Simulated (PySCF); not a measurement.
Si(AsH2)(F)(H)2 (AsFH4Si), SMILES [SiH2]([AsH2])F.

The structure is a stationary point at TPSSh-D3(BJ)/def2-SVP.

Level of theory: PySCF with PBE/def2-TZVPD.

total energy: -2627.14302 hartree
highest occupied level: -6.70 eV
lowest empty level: -1.27 eV
orbital gap: 5.43 eV
dipole moment: 1.45 D
quadrupole, principal values (traceless, Buckingham form, about the centre of nuclear charge): -3.73, 0.52, 3.21 D·Å
mean static polarisability: 64.4 bohr³ (9.55 Å³)
polarisability, principal values: 56.1, 57.7, 79.5 bohr³
